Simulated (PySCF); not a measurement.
## Atomic charges by several schemes

Species: C4H5F3O3S.
Structure used (GFN2-xTB), in Å, numbered top down from 1:
```
atom  x, y, z in Å
O1    -2.2676   -0.3967    1.8360
S2    -2.4339    0.8365    1.1244
O3    -2.3733    0.5054   -0.5036
C4    -1.0665    0.1695   -0.8805
C5    -0.1099    0.8303    0.1537
C6     0.7112   -0.2001    0.9476
C7     1.8380   -0.7937    0.1315
F8     2.6147   -1.5993    0.8663
F9     2.6439    0.1479   -0.3856
F10    1.4091   -1.5268   -0.9090
O11   -0.9223    1.5609    1.0294
H12   -0.9484   -0.9189   -0.8836
H13   -0.8968    0.5496   -1.8905
H14    0.5686    1.5427   -0.3314
H15    0.0674   -1.0035    1.3131
H16    1.1584    0.3052    1.8070
```

Density: PBE0/pcSseg-1 (PySCF); schemes: Mulliken, IAO, Hirshfeld and ESP-fitted. One conformer (not necessarily the lowest) at the GFN2-xTB geometry, without solvent, vibrations or thermal averaging.

**Question.** At which atom do the 4 schemes differ most?

**Answer.** At S2: from +0.474 (Hirshfeld) to +1.491 e (IAO), 1.017 e apart.

**Question.** For which atoms does the sign change between the 4 schemes (beyond +0.03 e in one, beyond −0.03 e in another)?

**Answer.** C4 and C5.

**Question.** Tabulate the Mulliken, IAO, Hirshfeld and ESP-fitted charges.

**Answer.** In e:

```tsv
atom	environment	Mulliken	IAO	Hirshfeld	ESP-fitted
O1	sulfinyl oxygen	-0.522	-0.816	-0.289	-0.348
S2	sulfinyl sulfur	+1.071	+1.491	+0.474	+0.545
O3	oxygen bonded to C and S	-0.555	-0.549	-0.170	-0.302
C4	sp3 carbon bound to oxygen	+0.122	-0.097	-0.012	-0.035
C5	sp3 carbon bound to oxygen	-0.083	+0.052	+0.033	+0.391
C6	chain CH2 carbon	-0.251	-0.329	-0.107	-0.489
C7	CF3 carbon	+0.779	+0.806	+0.264	+0.602
F8	fluorine of a CF3 group	-0.263	-0.279	-0.093	-0.192
F9	fluorine of a CF3 group	-0.273	-0.288	-0.092	-0.205
F10	fluorine of a CF3 group	-0.273	-0.289	-0.085	-0.215
O11	oxygen bonded to C and S	-0.545	-0.551	-0.168	-0.370
H12	methylene hydrogen	+0.143	+0.153	+0.037	+0.123
H13	methylene hydrogen	+0.147	+0.169	+0.059	+0.093
H14	methine hydrogen	+0.156	+0.166	+0.047	+0.040
H15	methylene hydrogen	+0.177	+0.181	+0.046	+0.175
H16	methylene hydrogen	+0.169	+0.181	+0.057	+0.188
```

Mean size of the charges over all atoms: IAO 0.400 e, Mulliken 0.345 e, ESP-fitted 0.270 e, Hirshfeld 0.127 e. Each set sums to the total charge, 0, to within 0.001 e. The IAO scheme counts the electrons in orthogonalised intrinsic atomic orbitals, a minimal basis polarised so that it spans the occupied orbitals exactly.

**Question.** How closely do the schemes follow one another over all atoms?

**Answer.** Correlation coefficient and root-mean-square difference: IAO with Hirshfeld 1.00, 0.366 e; Mulliken with IAO 0.98, 0.145 e; Mulliken with Hirshfeld 0.97, 0.271 e; Hirshfeld with ESP-fitted 0.88, 0.183 e; IAO with ESP-fitted 0.88, 0.300 e; Mulliken with ESP-fitted 0.88, 0.219 e.

**Question.** How many electrons does the Mulliken scheme count on F9?

**Answer.** Z − q = 9 − (-0.273) = 9.273.
